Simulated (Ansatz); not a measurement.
Ansatz (a program for electronic structure) input (CAM-B3LYP/def2-TZVPD):

Ansatz 0.2 input:
```yaml
crystal:
  periodic: [false, false, false]
  atoms:
    - {symbol: C, position_ang: [-1.77098308, 0.09004013, -0.78796614]}
    - {symbol: C, position_ang: [-2.55384296, 1.16295614, -0.12192845]}
    - {symbol: C, position_ang: [-0.64747542, -0.59184269, -0.09342834]}
    - {symbol: C, position_ang: [0.63303875, 0.28189759, 0.01194858]}
    - {symbol: C, position_ang: [1.73174015, -0.41112706, 0.75229994]}
    - {symbol: C, position_ang: [2.90857842, -0.74599962, 0.23848246]}
    - {symbol: H, position_ang: [-1.87238224, -0.03788482, -1.85926018]}
    - {symbol: H, position_ang: [-2.75297261, 0.91923662, 0.92665860]}
    - {symbol: H, position_ang: [-2.02058549, 2.12672153, -0.11774376]}
    - {symbol: H, position_ang: [-3.50941683, 1.33881895, -0.61941965]}
    - {symbol: H, position_ang: [-0.94992121, -0.86679922, 0.92471422]}
    - {symbol: H, position_ang: [-0.38337642, -1.51903009, -0.60757615]}
    - {symbol: H, position_ang: [0.96980176, 0.55371445, -0.99130844]}
    - {symbol: H, position_ang: [0.37295972, 1.21255318, 0.52666900]}
    - {symbol: H, position_ang: [1.51579726, -0.66969310, 1.78665322]}
    - {symbol: H, position_ang: [3.16400013, -0.51199835, -0.78922441]}
    - {symbol: H, position_ang: [3.65976065, -1.26118596, 0.82338925]}
basis:
  gaussian:
    orbitals: def2-TZVPD
hamiltonian:
  xc: {name: CAM-B3LYP}
magnetization: {spin_polarized: true, initial_magnetization: 1}
output: {forces: true}
```

End of the output:

```
Atom 3 at     0.633039     0.281898     0.011949 Å, force    -0.121996    -0.093777    -0.008814 eV/Å
Atom 4 at     1.731740    -0.411127     0.752300 Å, force     0.203689    -0.068509    -0.128980 eV/Å
Atom 5 at     2.908578    -0.746000     0.238482 Å, force    -0.243648     0.081156     0.103876 eV/Å
Atom 6 at    -1.872382    -0.037885    -1.859260 Å, force    -0.006475    -0.002042     0.020021 eV/Å
Atom 7 at    -2.752973     0.919237     0.926659 Å, force     0.000383     0.001720    -0.044395 eV/Å
Atom 8 at    -2.020585     2.126722    -0.117744 Å, force    -0.024107    -0.059627    -0.009396 eV/Å
Atom 9 at    -3.509417     1.338819    -0.619420 Å, force     0.035327    -0.013734     0.018085 eV/Å
Atom 10 at    -0.949921    -0.866799     0.924714 Å, force     0.001715     0.006469    -0.037787 eV/Å
Atom 11 at    -0.383376    -1.519030    -0.607576 Å, force    -0.019758     0.026693     0.011365 eV/Å
Atom 12 at     0.969802     0.553714    -0.991308 Å, force     0.000416    -0.012105     0.028106 eV/Å
Atom 13 at     0.372960     1.212553     0.526669 Å, force     0.022697    -0.031211    -0.014113 eV/Å
Atom 14 at     1.515797    -0.669693     1.786653 Å, force     0.018825     0.003579    -0.021920 eV/Å
Atom 15 at     3.164000    -0.511998    -0.789224 Å, force    -0.016155     0.001221     0.018095 eV/Å
Atom 16 at     3.659761    -1.261186     0.823389 Å, force    -0.025195     0.012184     0.002332 eV/Å
Dipole moment:    -0.052751     0.065941     0.009306 e Å
```

It need not be the lowest isomer of its formula.
